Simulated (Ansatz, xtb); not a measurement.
Two isomers of C6H6OS

Structure I: `Cc1cscc1C=O`, a singlet. Structure II: `Cc1csc(C=O)c1`, a singlet. Both are isolated molecules in the gas phase, relaxed with B3LYP-D3(BJ)/def2-SVP, each in the lowest conformer that the search found.

Energies in hartree; the thermal terms are from GFN2-xTB frequencies at re-optimised GFN2-xTB minima (ideal gas, soft modes damped towards free rotors, one conformer each, 298.15 K, 1 atm) and include the zero-point energy:

|  | I | II |
| --- | --- | --- |
| E, CCSD(T)/def2-SVP | −703.918271 | −703.917688 |
| E, MP2/def2-SVP | −703.822744 | −703.823076 |
| E, MP2/def2-TZVPP | −704.565709 | −704.566613 |
| zero-point energy | 0.101012 | 0.100851 |
| H(298 K) − E | 0.109867 | 0.109886 |
| G(298 K) − E | 0.068316 | 0.067651 |

Q: Correct the CCSD(T) difference for the basis set by the MP2 change, then work out ΔE, ΔE₀, ΔH and ΔG for I → II in kcal/mol (1 Eh = 627.51 kcal/mol) and the equilibrium ratio [II]/[I].

A: 1. Differences II − I: CCSD(T) +0.000583, MP2 in the small set −0.000332, MP2 in the large set −0.000904 Eh.
2. ΔE = +0.000583 + (−0.000904 − (−0.000332)) = +0.000011 Eh = +0.01 kcal/mol.
3. ΔE₀ = ΔE + ΔZPE = +0.000011 + (−0.000161) Eh = −0.09 kcal/mol.
4. ΔH = ΔE + (+0.000019) Eh = +0.02 kcal/mol.
5. ΔG = ΔE + (−0.000665) Eh = −0.41 kcal/mol, so ΔS = (ΔH − ΔG)/T = +6.0 J/(mol K).
6. kT = 0.9442 mEh, so K = [II]/[I] = exp(−ΔG/kT) = exp(+0.69) ≈ 2.

The two are too close for this level to say which is favoured. An error of 1 kcal/mol in ΔG would change K by a factor of 5.4. Mirror images and further conformers aren't counted.

As drawn, both hold the same kinds of bond in the same numbers.

Other levels gave ΔE = 0.0 (GFN2-xTB); −0.1 (HF/STO-3G, GFN2-xTB geometries); −0.4 (r2SCAN-D4/def2-SVP, GFN2-xTB geometries); 0.0 (B3LYP-D3(BJ)/def2-SVP); +0.3 (HF/def2-SVP); −0.2 (MP2/def2-SVP); +0.4 (CCSD(T)/def2-SVP) kcal/mol. The correlated steps freeze 12 core orbitals. Programs: Ansatz 0.2.0, xtb 6.7.1.
